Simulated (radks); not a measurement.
Results of a calculation; reference values are marked as such.
Au13+, configuration [Kr] 4d10 4f14 5s2 5p(1/2: 2, 3/2: 2).

Level of theory: Dirac Kohn-Sham, BLYP, spin-unpolarised, spherical densities, finite nucleus; Fermi nuclear charge, rms radius 5.4371 fm (a radial shooting solver on a logarithmic mesh with Libxc functionals).

Energy parts (Ry):
| part | energy |
|---|---|
| total | -37985.4128 |
| kinetic | 43628.1623 |
| electron-nucleus | -94421.4567 |
| Hartree | 13522.5900 |
| exchange-correlation | -714.7084 |

Orbitals (lengths in bohr, moments of r in powers of bohr; r(90%) holds 90 % of the orbital's charge):
\begin{tabular}{lrrr}
orbital & occ. & eigenvalue (Ry) & r(90%) \\ \hline
1s1/2 & 2 & -5944.179 & 0.0308 \\
2s1/2 & 2 & -1063.531 & 0.110 \\
2p1/2 & 2 & -1021.035 & 0.0967 \\
2p3/2 & 4 & -886.0704 & 0.108 \\
3s1/2 & 2 & -265.0600 & 0.270 \\
3p1/2 & 2 & -245.8768 & 0.261 \\
3p3/2 & 4 & -216.0738 & 0.283 \\
3d3/2 & 4 & -184.1077 & 0.256 \\
3d5/2 & 6 & -177.6962 & 0.262 \\
4s1/2 & 2 & -71.77611 & 0.583 \\
4p1/2 & 2 & -63.57114 & 0.594 \\
4p3/2 & 4 & -56.39537 & 0.641 \\
4d3/2 & 4 & -42.92950 & 0.671 \\
4d5/2 & 6 & -41.58651 & 0.686 \\
4f5/2 & 6 & -24.25157 & 0.768 \\
4f7/2 & 8 & -23.96122 & 0.777 \\
5s1/2 & 2 & -25.11616 & 1.23 \\
5p1/2 & 2 & -22.20659 & 1.30 \\
5p3/2 & 2 & -20.64551 & 1.39 \\
\end{tabular}

The highest occupied level is 5p3/2 at -280.90 eV. The density falls to 0.001 e/bohr^3 at r = 2.06 bohr. For comparison, the ionisation energy in NIST's Atomic Spectra Database is 299 eV (theoretical). In exact Kohn-Sham theory the highest level is minus the ionisation energy, but local and semilocal functionals leave it too shallow, through self-interaction and a potential that decays too fast; potentials with the right tail come closer.

Beside tabulated values, note that spin-unpolarised runs miss the spin-polarisation part of the exchange energy of open shells.
